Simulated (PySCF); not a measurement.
Geometries of 4 isomers of C5H5NO, from PBE0-D3(BJ)/def2-SVP geometry optimisation, gas phase in PySCF. One conformer each, no zero-point energy, no frequencies.

**Question.** Which isomer lies lowest at this level?
A.
```xyz
12
angstrom
N     -2.755   -0.216    0.501
C     -1.856   -0.024   -0.379
C     -0.412   -0.041   -0.197
C      0.413   -0.242    0.883
C      1.745   -0.126    0.396
C      1.630    0.136   -0.940
O      0.340    0.188   -1.302
H     -2.330   -0.399    1.417
H     -2.173    0.185   -1.414
H      0.101   -0.449    1.905
H      2.669   -0.223    0.962
H      2.360    0.304   -1.729
```
B.
```xyz
12
angstrom
O      2.063   -0.824   -0.190
C      0.792   -0.415   -0.062
C     -0.234   -1.338   -0.286
C     -1.549   -0.905   -0.150
N     -1.901    0.336    0.182
C     -0.917    1.204    0.393
C      0.437    0.892    0.287
H      2.659   -0.088   -0.010
H      0.008   -2.365   -0.561
H     -2.367   -1.614   -0.323
H     -1.212    2.224    0.665
H      1.200    1.653    0.473
```
C.
```xyz
12
angstrom
C      2.349    0.134    0.147
N      1.324    0.747    0.572
C      0.058    0.236    0.320
C     -1.108    1.021    0.034
C     -2.130    0.133   -0.096
O     -1.695   -1.127    0.116
C     -0.372   -1.069    0.359
H      3.347    0.518    0.401
H      2.298   -0.775   -0.483
H     -1.149    2.103   -0.069
H     -3.187    0.242   -0.324
H      0.123   -2.003    0.612
```
D.
```xyz
12
angstrom
O      2.633    1.260    0.296
C      2.029    0.244    0.097
N      0.644    0.160    0.025
C     -0.076   -0.999   -0.213
C     -1.404   -0.675   -0.213
C     -1.502    0.734    0.035
C     -0.231    1.220    0.176
H      2.511   -0.748   -0.055
H      0.434   -1.949   -0.360
H     -2.228   -1.368   -0.373
H     -2.417    1.319    0.099
H      0.156    2.216    0.372
```

**Answer.** B. That is 4-hydroxypyridine (`OC1=CC=NC=C1`), 2.8 kcal/mol below the next.

```csv
SMILES,atoms numbered as above,E (Eh),relative (kcal/mol),relative (kJ/mol),dipole (D)
Oc1ccncc1,[OH:1][c:2]1[cH:3][cH:4][n:5][cH:6][cH:7]1,-322.91568,0.0,0.0,2.85
O=Cn1cccc1,[O:1]=[CH:2][n:3]1[cH:4][cH:5][cH:6][cH:7]1,-322.91127,2.8,11.6,2.24
[H]/N=C\c1ccco1,[H]/[N:1]=[CH:2]\[c:3]1[cH:4][cH:5][cH:6][o:7]1,-322.87478,25.7,107.4,3.17
C=Nc1ccoc1,[CH2:1]=[N:2][c:3]1[cH:4][cH:5][o:6][cH:7]1,-322.85830,36.0,150.6,1.12
```

As drawn, the lowest has an O–H bond, which the highest lacks; the highest has a C=N bond, which the lowest lacks.
